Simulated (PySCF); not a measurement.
**resorcinol: full NMR table**

- Formula: C6H6O2
- SMILES: Oc1cccc(O)c1
- Point group of the computed structure: C2v
- Degrees of unsaturation: 4
- Carbon signals: 4
- Proton signals: 4

Mapped SMILES: `[OH:1][c:2]1[cH:3][cH:4][cH:5][c:6]([OH:7])[cH:8]1`. Hydrogens are named by the atom that carries them.

[PySCF: GIAO PBE0/pcSseg-1 shieldings; geometry: GFN2-xTB; relativity neglected; fast rotation and ring inversion assumed for equivalent nuclei; one computed conformer; isolated molecule]

Chemical shifts δ = σref − σ; $^{1}$H, $^{13}$C against TMS; $^{17}$O vs H2O, all at this level.

| carbon | δC, type | δH (multiplicity) | HMBC from (2–3 bonds) | span of the C tensor (ppm) |
| --- | --- | --- | --- | --- |
| C2/C6 | 165.5, C | – | H(C4), H(C8), H(C3)/H(C5) | 188 |
| C3/C5 | 109.5, CH | 6.21 (d) | H(C4), H(C8), H(C3)/H(C5) | 162 |
| C4 | 135.0, CH | 7.24 (t) | H(C3)/H(C5) | 232 |
| C8 | 105.6, CH | 6.70 (s) | H(C3)/H(C5) | 143 |

Other nuclei:
```
      atoms   nucleus                       environment  δ (ppm)  σ (ppm)
H(O1)/H(O7)   $^{1}$H  hydrogen on a phenol-type oxygen     4.26    27.46
      O1/O7  $^{17}$O                phenol-type oxygen    128.0    208.0
```

Carbon types of the structure: 2 × C, 4 × CH, leaving 2 H on heteroatoms. δC 165.5: aromatic carbon bearing oxygen; an ipso carbon deshielded by its heteroatom. δC 135.0, 109.5, 105.6: aromatic CH. δH 7.24, 6.70, 6.21: hydrogen on an aromatic CH. δH 4.26: hydrogen on a phenol-type oxygen; exchangeable; this is the value without hydrogen bonding to other molecules.

OH and NH positions are those of a molecule without intermolecular hydrogen bonds; in solution they move with solvent, concentration and temperature, and exchange usually removes their couplings. Shifts are as computed. Against solution values, carbons near 30 ppm lie about +3 ppm off and those near 130 ppm about +5 ppm. Of 1211 compounds with measured shifts, 218 miss one by over three times the rms of a fit or turn the order of signals round; such compounds aren't used in these exercises. Experimental scales use liquid or dissolved standards, which lie at an offset from isolated H2O (liquid H2O: subtract about 36 ppm). Multiplicities follow the n + 1 count of equivalent neighbours, as no J values were calculated; m marks all less simple cases, F and P coupling included.
